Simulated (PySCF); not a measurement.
## GeS₂⁻: fields on a plane

All numbers come from UB3LYP/[Ge def2-SVPD, S def2-SVPD], no relativity, density fitting, PySCF.

The doublet minimum has Ge–S 2.144 Å (×2); S–Ge–S 130.9°.

The plane holds Ge1 at (0.00, 0.00), S2 at (2.14, 0.00), S3 at (-1.40, 1.62) Å. Columns run from x = -3.45 to 4.35 Å, rows from y = 4.05 (top) to -1.95 Å, in steps of 0.3 Å. Other isomers or separated fragments may lie lower.

Question: Give the electrostatic potential (V) (cut at 20 V). Lower edges of the bins (V): '_' -5.33, '.' -5.18, ':' -4.94, '-' -4.57, '=' -3.97, '+' -3.03, '*' -1.53, '#' 0.84, '%' 4.60, '@' 10.56; top 20.0, each point printed twice.

Answer: 
```
============--------------====================++++++++
========----------------------==================++++++
======--------::::::::::::----------================++
====--------------::......::::----------==============
==------==++++++++--..____..::::::----------==========
------==++##%%%%##**==..____..::::::::::------========
------++##@@@@@@@@%%**--..__..........::::::----======
--::--**%%@@@@@@@@@@##==::::::....______..::::----====
::::--**@@@@@@@@@@@@%%++====--::..______....::::----==
::..::++%%@@@@@@@@@@%%****++++==----------::::::----==
::....==##@@@@@@@@@@%%%%%%##**++++********++==------==
::..__::++##%%@@%%%%@@@@@@@@%%####%%@@@@@@##++==------
::..__..--++**##%%@@@@@@@@@@@@%%%%@@@@@@@@@@##++------
--::....::--==**%%@@@@@@@@@@@@%%@@@@@@@@@@@@##++==----
----::::::--==**%%@@@@@@@@@@@@%%@@@@@@@@@@@@##++------
==----------==++##@@@@@@@@@@@@%%%%@@@@@@@@@@**==------
====--------==++**%%@@@@@@@@%%####%%@@@@%%##++--------
========----====++**##%%%%##**++++********==--::----==
==================++++****++++==----------::::::----==
==============================--::....____....::----==
============================----::........::::----====
```

Question: Give the spin density (e/Å³) (cut at ±0.5 e/Å³). Lower edges of the bins (e/Å³): '0' -0.054, '1' -0.003, '2' 0.048, '3' 0.099, '4' 0.150, '5' 0.202, '6' 0.253, '7' 0.304, '8' 0.355, '9' 0.406; top 0.46.

Answer: 
```
111111111111111111111111111
111111111111111111111111111
111111111111111111111111111
111111111111111111111111111
111111111111111111111111111
111111232111111111111111111
111112343111111111111111111
111111111101111111111111111
111101171001111111111111111
111112112111111111111111111
111112443211111110111111111
111112232111111110122211111
111111111001111111024321111
111111100111010122162321111
111111111219010133211111111
111111112321110124311111111
111111112343310013321011111
111111111233211011111111111
111111111122111011111111111
111111111111111111111111111
111111111111111111111111111
```

The lowest empty level of this anion is unbound, so it and the gap depend on the basis.
